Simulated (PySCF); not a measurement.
A calculated (LDA, PySCF 2.14, ANO-RCC-VTZP, scalar relativity by spin-free X2C-1e) atom or ion has these occupied shells.

| shell | electrons | orbital energy (eV) | rms radius, mean of both spins (bohr) |
| --- | --- | --- | --- |
| 1s β | 1 | -38611.5 | 0.0286 |
| 1s α | 1 | -38611.5 | 0.0286 |
| 2s α | 1 | -6146.4 | 0.116 |
| 2s β | 1 | -6146.4 | 0.116 |
| 2p α | 3 | -5518.7 | 0.104 |
| 2p β | 3 | -5518.7 | 0.104 |
| 3s α | 1 | -1312.5 | 0.305 |
| 3s β | 1 | -1312.5 | 0.305 |
| 3p α | 3 | -1111.2 | 0.305 |
| 3p β | 3 | -1111.2 | 0.305 |
| 3d α | 5 | -817.85 | 0.282 |
| 3d β | 5 | -817.81 | 0.282 |
| 4s α | 1 | -262.41 | 0.696 |
| 4s β | 1 | -262.32 | 0.696 |
| 4p α | 3 | -196.67 | 0.739 |
| 4p β | 3 | -196.59 | 0.739 |
| 4d α | 5 | -100.78 | 0.828 |
| 4d β | 5 | -100.68 | 0.828 |
| 5s α | 1 | -36.268 | 1.66 |
| 5s β | 1 | -35.664 | 1.66 |
| 5p α | 3 | -20.033 | 1.95 |
| 5p β | 3 | -19.216 | 1.95 |
| 5d α | 3 | -1.947 | 3.76 |

Name the element and its charge.

La (lanthanum, neutral), in [Xe] 5d3, high-spin 4F determinant (an excited configuration).
